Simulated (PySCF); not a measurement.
CH11PSi3.
SMILES with atom numbers: `[SiH3:1][CH2:2][SiH2:3][PH:4][SiH3:5]` (hydrogens: H6, H7, H8 on Si1; H9, H10 on C2; H11, H12 on Si3; H13 on P4; H14, H15, H16 on Si5)

Computed by this run: PySCF 2.14.0, PBE0-D3(BJ)/def2-SVP geometry optimisation, gas phase; density fitting, grid level 1; the optimiser is geomeTRIC in internal coordinates, started from a GFN2-xTB structure.

Step 0: E = -34112.5095 eV
```
atom  x, y, z in Å  |  force x, y, z in eV/Å
Si1    -2.2760    0.6084    0.5869    0.467  -0.257  -0.857
C2     -1.1703   -0.0708   -0.8036    0.097  -0.340   0.823
Si3     0.0245   -1.4493   -0.2775   -0.226   0.760  -0.262
P4      1.1971   -0.7639    1.5004   -0.882   0.470   0.735
Si5     2.2949    0.9898    0.6791   -0.180  -0.330  -0.099
H6     -3.0991    1.6906    0.0353   -0.342   0.424  -0.119
H7     -3.1539   -0.4565    1.0743   -0.333  -0.409   0.277
H8     -1.4476    1.1311    1.6735    0.294   0.202   0.472
H9     -0.5941    0.7533   -1.2259    0.286   0.338  -0.127
H10    -1.7978   -0.4487   -1.6096   -0.332  -0.192  -0.332
H11     0.8994   -1.8106   -1.4064    0.278  -0.121  -0.356
H12    -0.6952   -2.6562    0.1446   -0.321  -0.410   0.138
H13     2.2253   -1.6634    1.3161    0.889  -0.782  -0.117
H14     2.7909    0.7921   -0.6875    0.200  -0.032  -0.543
H15     1.3641    2.1180    0.6910   -0.334   0.513   0.005
H16     3.4300    1.2449    1.5656    0.441   0.166   0.362
```

Problem. Estimate the geometry and energy of step 1. (The exact step hangs on the optimiser's Hessian estimate; all steps are aligned on step 0, rigid shifts and turns removed.)

Solution. E = -34112.6470 eV, largest force 0.253 eV/Å
```
atom  x, y, z in Å  |  force x, y, z in eV/Å
Si1    -2.2524    0.6225    0.5722    0.030  -0.016   0.086
C2     -1.1295   -0.0551   -0.7823    0.017   0.074  -0.109
Si3     0.0505   -1.4360   -0.2856   -0.129  -0.135  -0.010
P4      1.1763   -0.8171    1.5815    0.158  -0.140  -0.041
Si5     2.2314    0.9499    0.6551    0.111   0.120   0.050
H6     -3.1329    1.7095    0.0402    0.019  -0.028  -0.020
H7     -3.1179   -0.4663    1.1232    0.016   0.008  -0.022
H8     -1.4341    1.1839    1.6921   -0.010  -0.001  -0.032
H9     -0.5374    0.7813   -1.1990   -0.039  -0.030   0.036
H10    -1.7638   -0.4259   -1.6093    0.050   0.001   0.053
H11     0.9646   -1.7821   -1.4227   -0.003   0.045   0.043
H12    -0.7317   -2.6647    0.0680    0.025   0.035  -0.028
H13     2.2665   -1.7417    1.3906   -0.183   0.175   0.002
H14     2.7330    0.7435   -0.7423   -0.040  -0.052   0.027
H15     1.2805    2.1054    0.6410   -0.016  -0.057  -0.002
H16     3.3892    1.3018    1.5335   -0.008   0.002  -0.034
```

The energy changes by -0.1374 eV. The first-order estimate −F·Δx gives -0.3117 eV and the mean of the old and new forces, exact on a quadratic surface, -0.1388 eV. The step makes an angle of 69° with the force vector and moves no atom by more than 0.116 Å.

What follows is the cost of the whole optimisation. The run took 28 s wall on Arm Neoverse V2, one thread, on a shared host, and the process peaked at 0.62 GiB of memory.
